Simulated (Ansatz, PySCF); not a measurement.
Dissociation curve of SMILES [OH2+][AlH3-]. The Al1–O5 bond (Al1 also carries H, H, H; O5 carries H, H) is varied alone, starting from the PBE0/def2-TZVP optimised geometry.

Levels of theory: UKS-B3LYP/6-31G* = unrestricted B3LYP/6-31G*, spherical d run with PySCF; UKS-M06-2X/6-31G* = PySCF with unrestricted M06-2X/6-31G*, spherical d; UCCSD = CCSD on UHF/cc-pVTZ, frozen core in Ansatz (a program for electronic structure).

Energies are in mEh, each relative to the lowest point of its own curve near equilibrium.

| R / Å | UKS-B3LYP/6-31G* | UKS-M06-2X/6-31G* | UCCSD |
|---|---|---|---|
| 1.64 | 42.6 | 40.6 | 39.1 |
| 1.73 | 21.8 | 20.0 | 19.4 |
| 1.81 | 10.6 | 9.3 | 9.1 |
| 1.91 | 3.0 | 2.3 | 2.4 |
| 1.99 | 0.5 | 0.2 | 0.3 |
| 2.03 | 0.0 | 0.0 | 0.0 |
| 2.12 | 0.3 | 0.9 | 0.5 |
| 2.15 | 0.7 | 1.4 | 1.0 |
| 2.25 | 2.8 | 4.1 | 3.2 |
| 2.36 | 5.8 | 7.8 | 6.2 |
| 2.49 | 9.8 | 12.4 | 10.0 |
| 2.73 | 16.8 | 20.3 | 16.6 |
| 3.01 | 23.5 | 27.8 | 22.7 |
| 3.34 | 29.3 | 34.4 | 27.7 |
| 3.68 | 33.5 | 38.8 | 31.2 |
| 4.05 | 36.5 | 41.9 | 33.8 |
| 4.48 | 39.0 | 44.3 | 35.7 |
| 5.03 | 40.9 | 46.1 | 37.3 |
| 5.43 | 41.7 | 46.9 | 37.9 |
| 6.04 | 42.3 | 47.5 | 38.5 |
| 7.10 | 42.8 | 47.9 | 39.0 |

At the longest distance, 7.10 Å, UKS-M06-2X/6-31G* lies highest above its minimum (47.9 mEh) and UCCSD lowest (39.0 mEh).
